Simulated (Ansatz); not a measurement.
`S/C=C/c1ccc(/C=C/c2ccc(/C=C/c3ccc(S)cc3)cc2)cc1` with charge -1. Total charge -1; doublet. Geometry PBE-D4/def2-SVP, that of the neutral singlet.

```xyz
46

S     2.318   10.458   -3.380
C     1.856    8.770   -3.189
C     1.927    8.117   -1.999
C     1.605    6.714   -1.757
C     1.255    5.795   -2.778
C     0.944    4.470   -2.478
C     0.963    3.977   -1.147
C     0.618    2.585   -0.894
C     0.498    1.981    0.325
C     0.159    0.590    0.589
C     0.012    0.155    1.930
C    -0.312   -1.166    2.237
C    -0.505   -2.136    1.222
C    -0.833   -3.505    1.599
C    -1.017   -4.568    0.765
C    -1.344   -5.937    1.149
C    -1.547   -6.348    2.491
C    -1.856   -7.670    2.812
C    -1.978   -8.646    1.797
S    -2.368  -10.344    2.122
C    -1.780   -8.257    0.455
C    -1.471   -6.931    0.146
C    -0.358   -1.701   -0.124
C    -0.037   -0.383   -0.430
C     1.327    4.895   -0.128
C     1.639    6.219   -0.427
H     1.876   10.592   -4.660
H     1.522    8.259   -4.106
H     2.249    8.688   -1.110
H     1.232    6.121   -3.829
H     0.675    3.780   -3.294
H     0.429    1.985   -1.800
H     0.662    2.591    1.230
H     0.157    0.884    2.744
H    -0.419   -1.470    3.290
H    -0.932   -3.666    2.686
H    -0.909   -4.411   -0.322
H    -1.463   -5.616    3.307
H    -2.007   -7.951    3.866
H    -2.461  -10.223    3.475
H    -1.870   -9.001   -0.352
H    -1.320   -6.647   -0.907
H    -0.500   -2.418   -0.946
H     0.071   -0.094   -1.486
H     1.373    4.560    0.919
H     1.919    6.906    0.388
```

Single mean-field runs in def2-TZVP are fitted with def2-universal-jkfit.

Problem. Estimate the α-spin orbital energies around the gap (eV) in Ansatz with PBE-D4/def2-TZVP, PBE0-D4/def2-TZVP.

Solution. 
```csv
orbital,PBE-D4/def2-TZVP,PBE0-D4/def2-TZVP
HOMO−5,-3.58,-4.64
HOMO−4,-3.43,-4.43
HOMO−3,-3.09,-4.15
HOMO−2,-2.47,-3.40
HOMO−1,-1.80,-2.57
HOMO,-0.02,-0.33
LUMO,0.62,1.09
LUMO+1,1.10,1.94
LUMO+2,1.25,2.18
LUMO+3,1.30,2.20
LUMO+4,1.46,2.21
LUMO+5,1.56,2.48
β HOMO,-1.66,-2.30
β LUMO,0.19,0.90
```
